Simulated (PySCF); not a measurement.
What builds the first ionisation energy along the 4d series

All values are computed (PySCF 2.14, energy differences of UHF-based or UKS calculations, no spin-orbit coupling). Each column adds one step, in eV (sums use unrounded values): valence MP2, valence CCSD, valence triples, then the next inner shell at CCSD(T) (Zr 4s 4p, Nb 4s 4p, Mo 4s 4p, Tc 4s 4p, Ru 4s 4p, Rh 4s 4p, Pd 4s 4p, Ag 4s 4p, Cd 4s 4p). References (NIST) marked * lie between the lowest fine-structure levels; the others compare directly ((s) semi-empirical, (t) theoretical).

```
                                                               element    UHF  + MP2  + CCSD  + (T)  + inner shell    sum  reference
  Zr [Kr] 4d2 5s2 → [Kr] 4d2 5s1 (aug-cc-pwCVDZ-PP with ECP28MDF, ECP)  5.181  0.874   0.254  0.071          0.146  6.526      6.639
      Nb [Kr] 4d4 5s1 → [Kr] 4d4 (aug-cc-pwCVDZ-PP with ECP28MDF, ECP)  5.987  0.443   0.072  0.025          0.245  6.772      6.776
      Mo [Kr] 4d5 5s1 → [Kr] 4d5 (aug-cc-pwCVDZ-PP with ECP28MDF, ECP)  6.246  0.538   0.036  0.029          0.231  7.080      7.092
  Tc [Kr] 4d5 5s2 → [Kr] 4d5 5s1 (aug-cc-pwCVDZ-PP with ECP28MDF, ECP)  5.536  1.132   0.118  0.089          0.090  6.965      7.119
      Ru [Kr] 4d7 5s1 → [Kr] 4d7 (aug-cc-pwCVDZ-PP with ECP28MDF, ECP)  6.291  0.842  -0.042  0.063          0.187  7.341      7.365
      Rh [Kr] 4d8 5s1 → [Kr] 4d8 (aug-cc-pwCVDZ-PP with ECP28MDF, ECP)  6.314  0.939  -0.072  0.074          0.163  7.417      7.479
         Pd [Kr] 4d10 → [Kr] 4d9 (aug-cc-pwCVDZ-PP with ECP28MDF, ECP)  6.278  2.321  -0.566  0.191         -0.024  8.201      8.512
    Ag [Kr] 4d10 5s1 → [Kr] 4d10 (aug-cc-pwCVDZ-PP with ECP28MDF, ECP)  6.368  1.056  -0.134  0.080          0.119  7.489      7.576
Cd [Kr] 4d10 5s2 → [Kr] 4d10 5s1 (aug-cc-pwCVDZ-PP with ECP28MDF, ECP)  7.333  1.465  -0.128  0.107          0.082  8.860      8.994
```

Double-zeta sets recover only part of the correlation energy.

What remains against the references is mostly basis incompleteness.

Problem. What share of the correlation contribution for Cd comes from the inner shell?

Solution. The four steps add to 1.526 eV, of which the inner shell gives 0.082 eV, or 5 %.
